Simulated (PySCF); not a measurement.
A geometry optimisation on `CC(=O)[Si@@H]([SiH3])[GeH3]`.

Method: PBE0-D3(BJ)/def2-SVP geometry optimisation, gas phase (PySCF 2.14.0). Start geometry: GFN2-xTB. The input is one job of a driver script: a line of settings, then coordinates in Å.

Input:
```
{"job": {"xc": "PBE0", "basis": "def2-SVP", "d3": "d3bj", "grid": 1, "kind": "geom"}, "charge": 0, "multiplicity": 1}
C     -2.214838    -1.129257    -0.038948
C     -0.751036    -1.073280     0.284441
O     -0.244567    -1.762000     1.144841
Si     0.420811     0.143168    -0.640204
Si    -0.137445     2.337906    -0.111698
Ge     2.397643    -0.728059     0.269115
H     -2.333909    -1.370871    -1.093198
H     -2.651553    -0.145817     0.126960
H     -2.729830    -1.869180     0.570646
H      0.245392    -0.152806    -2.075374
H     -1.488731     2.677853    -0.571539
H     -0.104628     2.585271     1.331882
H      0.783975     3.284364    -0.743111
H      2.598944    -2.200905     0.121742
H      3.652790    -0.133825    -0.317869
H      2.549386    -0.453619     1.730904
```

Problem. Give the output.

Solution. 
```
step   0  E = -2812.18603964  max force = 0.016589
step   1  E = -2812.19452946  max force = 0.006890
step   2  E = -2812.19489141  max force = 0.002223
step   3  E = -2812.19504454  max force = 0.001263
step   4  E = -2812.19507213  max force = 0.000995
step   5  E = -2812.19507755  max force = 0.001181
step   6  E = -2812.19508784  max force = 0.000179
optimisation converged
```

Energies in Eh; «max force» is the largest Cartesian gradient component in Eh/bohr.

Problem. Give the first gradient maximum in eV/Å.

Solution. With 1 Eh/bohr = 51.422 eV/Å, 0.853 eV/Å.

Main results: final energy -2812.19509 Eh after 6 steps; dipole 2.21 D.

Problem. How long does this job take on one thread, Arm Neoverse V1 (aarch64) (shared host)? And the peak memory of the process?

Solution. About 67 s, with 0.70 GiB resident at the peak, the Python interpreter and its libraries included.
Labels such as C1 count atoms from 1, the log's own numbers from 0.
